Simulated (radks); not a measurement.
H I, 1 electrons, occupied as 1s0.5 2p0.5 (fractional occupations, a model configuration). Method: non-relativistic Kohn-Sham, PBE, spin-unpolarised, spherical densities, point nucleus; without spin polarisation the odd electron is poorly described; computed with a radial shooting solver on a logarithmic mesh with Libxc functionals.

Unscreened Slater integrals over Kohn-Sham orbitals (cm^-1). Empty in this configuration: 2s.

F0(2p,2p): 27064
F2(2p,2p): 12976
F0(2p,1s): 37239
G1(2p,1s): 3825.6
F0(2p,2s): 26768
G1(2p,2s): 16990
F0(1s,1s): 143150
F0(1s,2s): 36623
G0(1s,2s): 2561.2
F0(2s,2s): 26641

Derived for the open shells (J is the average intra-shell exchange parameter used in DFT+U). 2p: J = F2/5 = 2595 cm^-1.
